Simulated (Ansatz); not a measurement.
Compare A (`O[SiH2][SnH2][Cl]`) with its isomer B (`Cl[SiH2][O][SnH3]`).

Program: Ansatz. Geometries: PBE0-D4/def2-TZVP. ΔE: electronic, gas phase. CBS: MP2 limit from def2 TZ/QZ plus the TZ coupled-cluster correction, frozen cores. Functionals use def2-TZVPP. B3LYP here is the variant with VWN-RPA as its local correlation; programs differ in this. Elements past krypton have def2 core potentials. For Sn outer-core shells are correlated without core-valence functions, which leaves a few kJ/mol of doubt a bond. Each species was taken in one conformer, which may not be the lowest.

(1) Which is lower in electronic energy at CCSD(T)/CBS, and by how much? (Estimate.)

(2) Give E(B) − E(A) in kJ/mol with ωB97M-V, CCSD/def2-TZVPP, B3LYP, CCSD(T)/def2-TZVPP, PBE-D4, HF/def2-TZVPP, PBE0-D4. (Best estimate.)

Largest T1 diagnostic: 0.012.

## Answers

(1) Computed: B, by 34.1 kJ/mol.

(2) Computed: ωB97M-V -35.3, CCSD/def2-TZVPP -41.5, B3LYP -28.1, CCSD(T)/def2-TZVPP -40.5, PBE-D4 -14.2, HF/def2-TZVPP -50.3, PBE0-D4 -19.6. None reverses the order clearly.

In def2-TZVPP, CCSD(T) changes the Hartree–Fock value by +9.8 kJ/mol (the triples alone add +0.9 kJ/mol) and MP2 by +8.7 kJ/mol. From PBE to PBE0 (25 % exact exchange), in def2-TZVPP and without D4, E(B) − E(A) moves by −5.5 kJ/mol.
